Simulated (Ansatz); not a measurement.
Reactions of C$_{3}$H$_{8}$Cl$_{3}$GeN, SMILES `CC(C)[NH][Ge]([Cl])([Cl])[Cl]`.

Program: Ansatz. Geometries: PBE0-D4/def2-TZVP. ΔE: electronic, gas phase. CCSD(T)/CBS is the MP2 limit (def2-TZVPP, def2-QZVPP) plus CCSD(T) − MP2 in def2-TZVPP, frozen cores. This one scheme is used for every species. For Ge outer-core shells are correlated without core-valence functions, which leaves a few kJ/mol of doubt a bond. Scalar relativity is left out up to krypton. One conformer a species, not always the lowest.

```csv
reaction,CCSD(T)/CBS(def2) (eV)
`CC(C)[NH][Ge]([Cl])([Cl])[Cl]` + `OB(O)F` → `CC(C)OB(O)F` + `[NH2][Ge]([Cl])([Cl])[Cl]`,0.13
`CC(C)[NH][Ge]([Cl])([Cl])[Cl]` + H₂S → `[SH][Ge]([Cl])([Cl])[Cl]` + `CC(C)N`,-0.17
`CC(C)[NH][Ge]([Cl])([Cl])[Cl]` + H–F → `[F][Ge]([Cl])([Cl])[Cl]` + `CC(C)N`,-0.20
`CC(C)[NH][Ge]([Cl])([Cl])[Cl]` + SiH₄ → `[SiH3][Ge]([Cl])([Cl])[Cl]` + `CC(C)N`,?
`CC(C)[NH][Ge]([Cl])([Cl])[Cl]` + `OBS` → `CC(C)OBS` + `[NH2][Ge]([Cl])([Cl])[Cl]`,0.07
```

Q: Fill in the missing values. (Estimate.)

A: The calculation gave: `CC(C)[NH][Ge]([Cl])([Cl])[Cl]` + SiH₄ → `[SiH3][Ge]([Cl])([Cl])[Cl]` + `CC(C)N`: +0.01 eV.

Largest T1 diagnostic: 0.013, for `OBS`.
